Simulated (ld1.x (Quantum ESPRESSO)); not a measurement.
# Before and after: RRKJ potential for Sm

| Item | Value |
| --- | --- |
| Element | samarium |
| Generator | ld1.x (Quantum ESPRESSO) 7.5 |
| Type | norm-conserving RRKJ (Kleinman–Bylander form) |
| Functional | PBE |
| Relativity | scalar-relativistic |
| Frozen core | [Kr] 4d10 4f5 |
| Valence charge | 11 |
| Reference configuration | 5s2 5p6 5d1 6s1 6p1 |
| Partial waves | 5p (bound): rc 2.30 bohr; 5d (bound): rc 3.55 bohr; 5s (bound): rc 1.50 bohr |
| Local potential | the s channel |
| Core correction | none |

Occupied shells without a wave of their own: 6p, 6s. They enter only through the test configuration that unscreens the potential.

All-electron outer shells of the reference configuration (PBE, scalar-relativistic, ld1.x):

```tsv
shell	level (eV)	outermost node (bohr)	outermost maximum (bohr)
4d	-136.69	0.28	0.58
5s	-47.97	0.68	1.25
5p	-27.23	0.73	1.42
4f	-9.20	–	0.61
6s	-4.69	1.66	3.44
5d	-3.72	0.83	1.98
6p	-1.90	1.98	4.59
```

Change: reference 5s2 5p6 5d1 6s0 6p0.

Cutoffs: the cutoffs (Ry, on a coarse ladder) from which the occupation-weighted sum of valence levels, in a spherical-Bessel basis at the reference potential, stays within 10 and 1 mRy of its value at 400 Ry; they do not see the model core or the augmentation charge, which bear on the density cutoff. Errors are all-electron minus pseudo energies relative to the spin-unpolarised reference configuration.

Q: What does the change do?

A: The potential gets neither clearly harder nor softer (55 Ry and 110 Ry → 55 Ry and 110 Ry); the s channel sets the loose cutoff, while the largest relative change is in p, which becomes harder; neither file shows a bound ghost.

| quantity | base | changed |
| --- | --- | --- |
| cutoff, loose | 55 Ry | 55 Ry |
| cutoff, tight | 110 Ry | 110 Ry |
| loose cutoff by channel (10 mRy a level) | p 12 Ry, d 10 Ry, s 50 Ry | p 15 Ry, d 10 Ry, s 50 Ry |
| bound ghosts | none | none |
| largest miss of a reference level, eV | 0.06 | 0.00 |
| largest error over its own tests, meV | -180 | +226 |
| s: phases at 3.87 bohr within 0.05 rad from the reference energy up to (Ry; the scan ends near 5) | n/a | n/a |
| p: phases at 3.87 bohr within 0.05 rad from the reference energy up to (Ry; the scan ends near 5) | 2.6 | 1.8 |
| d: phases at 3.87 bohr within 0.05 rad from the reference energy up to (Ry; the scan ends near 5) | 0.8 | -0.0 |
